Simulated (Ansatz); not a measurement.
```json
{"atom": "Cu", "x (Å)": "0.0000", "y (Å)": "0.0000", "z (Å)": "0.0000"}
{"atom": "S", "x (Å)": "0.0000", "y (Å)": "0.0000", "z (Å)": "2.0500"}
```

Basis set: pcseg-2 (spherical functions). Charge 0, multiplicity 2.

Computed with Ansatz (development build ahead of 0.2.0); each method stands on the lowest determinant of its kind that the runs found. Restricted functionals stand beside restricted open-shell atoms, which can lie above the unrestricted atoms usual in DFT and then raise those values.

Question: Give the atomization energy at this shape (free ground-state atoms in the same class of orbitals less the molecule, no zero-point energy) of doublet CuS by PBE0 (restricted open-shell), PBE (unrestricted), UHF, ROHF.

Answer:

```json
{"method": "PBE0 (restricted open-shell)", "atomization energy": "2.81 eV"}
{"method": "PBE (unrestricted)", "atomization energy": "3.13 eV"}
{"method": "UHF", "atomization energy": "1.25 eV"}
{"method": "ROHF", "atomization energy": "1.28 eV"}
```

The shape needn't be a minimum at these levels.
